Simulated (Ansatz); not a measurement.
GeH4O4, SMILES [OH][Ge]([OH])([OH])[OH].

Geometry optimised at PBE0-D3(BJ)/def2-SVP. The isomer is the one that the SMILES or the coordinates give; other isomers of the formula were not compared. The values are those of a single conformer.

Two levels are set side by side: PBE/def2-TZVPD (Ansatz, a program for electronic structure) and CAM-B3LYP/def2-TZVPD (Ansatz). Energy differences of separate SCF runs at the same geometry; the states with an electron removed or added have multiplicity 2 and 2. Differences are taken from unrounded values.

| quantity | CAM-B3LYP |
|---|---|
| vertical ionisation energy (eV) | 11.88 |
| vertical singlet–triplet gap (eV) | 7.19 |

### Question
What does PBE give, and how far is it from CAM-B3LYP? (The exact figures need the calculation; the answer reports its results.)

### Answer

| quantity | PBE | PBE minus CAM-B3LYP |
|---|---|---|
| vertical ionisation energy (eV) | 10.66 | -1.22 |
| vertical singlet–triplet gap (eV) | 5.84 | -1.35 |
